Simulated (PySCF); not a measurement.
Members of one series of related molecules.

All values: wB97X-D/def2-SVPD (PySCF) at PBE0-D3(BJ)/def2-SVP geometries, gas phase, one conformer each. Core orbitals are frozen in the response; Δα² is half the sum of the squared differences of the principal polarisabilities. Atoms past krypton carry effective core potentials. The calculation is non-relativistic apart from the core potentials, for bromine too.

Question: Rank by polarisability anisotropy Δα, lowest first.
A. `[Cl][Al]([Cl])[Br]`
B. `CC[CH2][Al]([Cl])[Cl]`
C. `[Cl][Al]([Cl])[I]`
D. `[H][Al]([Cl])[Cl]`
E. `CC(C)[CH2][Al]([Cl])[Cl]`
F. `[CH3][Al]([Cl])[Cl]`

Answer: D (2.28 Å³), F (2.55 Å³), E (2.93 Å³), A (3.25 Å³), B (3.90 Å³), C (4.34 Å³).

Question: Rank by HOMO–LUMO gap, highest first.
A. `CC[CH2][Al]([Cl])[Cl]`
B. `[F][Al]([Cl])[Cl]`
C. `[H][Al]([Cl])[Cl]`
D. `[Cl][Al]([N]=C=O)[Cl]`
E. `[SiH3][Al]([Cl])[Cl]`
F. `[Cl][Al]([Cl])[C]#N`

Answer: B (11.68 eV), C (11.49 eV), D (11.29 eV), F (11.13 eV), A (10.95 eV), E (9.99 eV).

Question: Rank by HOMO energy, highest first.
A. `O=C=[N][Al]([Cl])[Cl]`
B. `[SiH3][Al]([Cl])[Cl]`
C. `[Al]([NH2])([Cl])[Cl]`
D. `[CH3][Al]([Cl])[Cl]`
E. `[F][Al]([Cl])[Cl]`
F. `[H][Al]([Cl])[Cl]`

Answer: C (-10.09 eV), B (-10.23 eV), D (-10.86 eV), A (-11.03 eV), F (-11.30 eV), E (-11.64 eV).

All values together:

| SMILES | formula | μ (D) | HOMO (eV) | LUMO (eV) | α (Å³) | Δα (Å³) | electrons | α per electron (Å³) | ΔSCF removal energy (eV) |
| --- | --- | --- | --- | --- | --- | --- | --- | --- | --- |
| CC[CH2][Al]([Cl])[Cl] | C3H7AlCl2 | 2.35 | -10.22 | 0.73 | 13.00 | 3.90 | 72 | 0.181 | – |
| CC(C)[CH2][Al]([Cl])[Cl] | C4H9AlCl2 | 2.86 | -10.13 | 0.71 | 14.58 | 2.93 | 80 | 0.182 | – |
| [NH2][Al]([Cl])[Cl] | AlCl2H2N | 2.43 | -10.09 | 0.57 | 8.60 | 2.16 | 56 | 0.154 | – |
| [CH3][Al]([Cl])[Cl] | CH3AlCl2 | 2.24 | -10.86 | 0.65 | 9.36 | 2.55 | 56 | 0.167 | – |
| O=C=[N][Al]([Cl])[Cl] | CAlCl2NO | 0.72 | -11.03 | 0.25 | 10.22 | 5.16 | 68 | 0.150 | – |
| [SiH3][Al]([Cl])[Cl] | AlCl2H3Si | 1.77 | -10.23 | -0.24 | 12.45 | 3.97 | 64 | 0.195 | 10.49 |
| N#[C][Al]([Cl])[Cl] | CAlCl2N | 2.20 | -11.84 | -0.70 | 9.26 | 3.37 | 60 | 0.154 | 12.34 |
| [Cl][Al]([Cl])[Br] | AlBrCl2 | 0.34 | -10.91 | -0.02 | 10.37 | 3.25 | 82 | 0.126 | – |
| C[CH2][Al]([Cl])[Cl] | C2H5AlCl2 | 2.37 | -10.23 | 0.65 | 11.12 | 2.57 | 64 | 0.174 | – |
| [Cl][Al]([Cl])[I] | AlCl2I | 0.81 | -10.03 | -0.12 | 12.53 | 4.34 | 100 | 0.125 | 10.48 |
| [F][Al]([Cl])[Cl] | AlCl2F | 0.51 | -11.64 | 0.04 | 7.04 | 2.21 | 56 | 0.126 | – |
| [H][Al]([Cl])[Cl] | AlCl2H | 1.24 | -11.30 | 0.19 | 7.68 | 2.28 | 48 | 0.160 | – |

Conformers: `CC[CH2][Al]([Cl])[Cl]`; `CC(C)[CH2][Al]([Cl])[Cl]`; `C[CH2][Al]([Cl])[Cl]`.

A dash marks a removal energy that wasn't run or isn't settled.

Q: How closely does the mean polarisability follow the number of electrons in this set?

A: The correlation coefficient is 0.70; α per electron runs from 0.125 to 0.195 Å³.
